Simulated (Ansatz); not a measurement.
The cluster PtS₂⁺. Total charge 1; quartet. Geometry r2SCAN-D4/def2-TZVP.

```xyz
3

Pt    0.4311    0.8091   -0.8998
S    -0.9514    0.3315    0.7592
S     0.5203   -1.1406    0.1406
```

In the def2 sets Pt takes a core potential; there is no spin–orbit coupling. At PBE0-D4/def2-TZVP a doublet of charge 1 lies 1.26 eV below the quartet, each at its own geometry. The structure comes from a short search, and lower isomers may exist.

(1) Estimate the α-spin orbital energies around the gap (eV) in Ansatz with LDA (SPW92)/def2-TZVP, PBE-D4/def2-TZVP, BLYP-D4/def2-TZVP, PBE0-D4/def2-TZVP, ωB97X-V/def2-TZVP.

## Answers

(1) 
```tsv
orbital	LDA (SPW92)/def2-TZVP	PBE-D4/def2-TZVP	BLYP-D4/def2-TZVP	PBE0-D4/def2-TZVP	ωB97X-V/def2-TZVP
HOMO−9	-17.31	-17.07	-16.83	-18.49	-20.85
HOMO−8	-16.47	-16.32	-16.05	-18.00	-20.53
HOMO−7	-16.31	-16.09	-15.85	-17.52	-19.94
HOMO−6	-16.16	-15.94	-15.72	-17.47	-19.91
HOMO−5	-14.40	-14.22	-14.02	-15.78	-18.23
HOMO−4	-13.55	-13.35	-13.15	-14.85	-17.18
HOMO−3	-13.49	-13.32	-13.15	-14.78	-17.14
HOMO−2	-13.45	-13.23	-13.07	-14.51	-16.78
HOMO−1	-12.20	-12.14	-11.94	-13.50	-15.70
HOMO	-11.38	-11.23	-11.05	-12.28	-14.34
LUMO	-10.10	-9.82	-9.74	-8.85	-6.63
LUMO+1	-9.06	-8.80	-8.65	-7.83	-5.56
LUMO+2	-5.75	-5.59	-5.52	-4.84	-3.07
LUMO+3	-4.47	-4.35	-4.28	-3.59	-1.79
LUMO+4	-3.94	-3.77	-3.68	-2.98	-1.13
LUMO+5	-3.06	-2.94	-2.79	-2.03	-0.08
β HOMO	-13.07	-12.86	-12.72	-14.16	-16.45
β LUMO	-12.39	-12.00	-11.89	-10.82	-8.61
```
